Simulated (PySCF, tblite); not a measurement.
Isomers of C3H12OSSi3, one GFN2-xTB conformer each. Single-point energies are computed at PBE0/pcSseg-1 (PySCF, gas phase, no added dispersion term), electronic only.

**Question.** Rank them by PBE0/pcSseg-1 energy, lowest first (kJ/mol).
A. `[CH3:1][C:2](=[O:3])[SiH2:4][C@H:5]([SiH3:6])[S:7][SiH3:8]` with C1–C2–Si4–C5 162°, C2–Si4–C5–Si6 38°, Si4–C5–S7–Si8 59°
B. `[CH3:1][S:2][SiH2:3][C:4]([SiH3:5])([SiH3:6])[CH:7]=[O:8]` with C1–S2–Si3–C4 179°, S2–Si3–C4–Si5 70°, Si3–C4–C7–O8 -119°

**Answer.** B (0.0), A (33.6).

GFN2-xTB itself gives, in the same order: 0.0, 21.1. Both levels put the same isomer lowest.

**Question.** Which frontier levels, dipoles and rotational constants go with these structures?

**Answer.** 
```json
{"SMILES": "CS[SiH2]C([SiH3])([SiH3])C=O", "HOMO (eV, PBE0/pcSseg-1)": "-7.08", "LUMO (eV)": "-1.39", "dipole (D)": "2.92", "A, B, C (MHz)": "1514, 609.2, 573.8"}
{"SMILES": "CC(=O)[SiH2][C@H]([SiH3])S[SiH3]", "HOMO (eV, PBE0/pcSseg-1)": "-6.67", "LUMO (eV)": "-1.51", "dipole (D)": "3.33", "A, B, C (MHz)": "1136, 830.7, 688.6"}
```

**Question.** What happens when harmonic zero-point energies from GFN2-xTB frequencies are added?

**Answer.** 
```tsv
SMILES	ZPE (kJ/mol)	electronic (kJ/mol)	with ZPE (kJ/mol)
CS[SiH2]C([SiH3])([SiH3])C=O	338.9	0.0	0.0
CC(=O)[SiH2][C@H]([SiH3])S[SiH3]	340.6	33.6	35.4
```

The zero-point energies span 1.7 kJ/mol. The order is unchanged.

**Question.** As an exercise, what shares would exp(−E/RT) give at 1000 K from these electronic energies alone (no entropy, no degeneracies)?

**Answer.** RT = 8.314 kJ/mol: CS[SiH2]C([SiH3])([SiH3])C=O 98.3 %, CC(=O)[SiH2][C@H]([SiH3])S[SiH3] 1.7 %.
